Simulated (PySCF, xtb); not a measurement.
C4H5IO2. Atoms are numbered in the order given.

```xyz
12

C      2.3347     0.0951     0.0000
C      1.0087     0.2638     0.0000
I     -0.3080    -1.4037     0.0000
C      0.4387     1.6527     0.0000
O      1.1301     2.6440     0.0000
O     -0.8962     1.6760     0.0000
C     -1.5035     2.9675     0.0000
H      2.9715     0.9846     0.0000
H      2.8000    -0.8915     0.0000
H     -1.2038     3.5364     0.8929
H     -1.2038     3.5364    -0.8929
H     -2.5859     2.7939     0.0000
```
Charge 0, spin multiplicity 1.

The structure is a stationary point at B3LYP-D3(BJ)/def2-SVP. The def2 effective core potentials stand for the cores of I; spin–orbit coupling is left out. Other conformers were not sampled.

Computed with C-PCM-PBE0/def2-SVP (PySCF).

The values are the electrostatic part of the solvation free energy, E(continuum) − E(gas) at the gas-phase geometry, in a cavity of scaled van der Waals radii (PySCF's table); cavitation and dispersion terms are not included. In vacuum the orbital gap is 5.55 eV. The dipole moment in vacuum is 0.66 D.

Computed values in water (ε = 78.36), ethanol (ε = 24.85), n-hexane (ε = 1.88):
```
solvent       ε  ΔG(elec) (kcal/mol)  dipole (D)  gap (eV)
--------  -----  -------------------  ----------  --------
water     78.36                 -5.1        0.56      5.66
ethanol   24.85                 -4.9        0.57      5.66
n-hexane   1.88                 -2.3        0.63      5.60
```

For comparison, GFN2-xTB/ALPB(water) (xtb, at the GFN2-xTB geometry, all terms of that model) gives -4.9 kcal/mol.
